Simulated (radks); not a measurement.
Results of a calculation; reference values are marked as such.
Task: These are the eigenvalues of the occupied orbitals of an atom or ion with whole-number occupations (hartree). Level of theory: scalar-relativistic Kohn-Sham, PBEsol, spin-polarised, spherical densities, finite nucleus; Fermi nuclear charge, rms radius of each element as measured or else 0.836 A^(1/3) + 0.57 fm (a radial shooting solver on a logarithmic mesh with Libxc functionals).

1s up: -48.31095
1s down: -48.26228
2s up: -4.77356
2s down: -4.67800
2p up: -3.57806
2p down: -3.47410

Which element is it, and in what charge state? The configuration may be excited. Open shells, if any, are filled with parallel spins first.

Result: Z = 12, magnesium, charge +3: Mg3+ in [He] 2s2 2p5. The list shows which subshells hold electrons but not how many an open one holds; the 1s level, -48.311 hartree, gives Z - s = 9.8 by -(Z - s)^2/2, which with screening and relativity narrows Z to a few neighbours, and the depths of the outer levels then fix element, charge and occupations together.
